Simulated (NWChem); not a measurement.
# C2H5ClF2Si; SMILES ClC[C@H](F)[SiH2]F

```xyz
11

F      0.4663    -2.6637    -0.1090
Si     0.7410    -1.1201     0.3195
C     -0.7078    -0.0994    -0.3993
F     -1.8793    -0.8184    -0.2277
C     -0.8953     1.2405     0.2850
Cl     0.6359     2.1553     0.2245
H      0.7067    -1.0340     1.8055
H      2.0550    -0.7245    -0.2466
H     -0.5553     0.0600    -1.4825
H     -1.6773     1.8412    -0.2004
H     -1.1622     1.0983     1.3419
```
Atoms are numbered in this order, from 1.

Program: NWChem. All runs use the structure optimised with PBE0/def2-SVP. Level: PBE0/def2-SVP with SMD (1 M gas to 1 M solution), gas-phase geometry. Reactions with the solvent are ignored.

For solvent water:

```
Item                                         Value
-------------------------------------------  -----
solvation free energy (kcal/mol)              -1.2
cavity-dispersion-structure term (kcal/mol)    3.8
dipole in solution (D)                        2.16
```

### Question
Estimate the same quantities for solvent toluene.

### Answer
- solvation free energy (kcal/mol): -4.1
- cavity-dispersion-structure term (kcal/mol): -1.3
- dipole in solution (D): 1.97
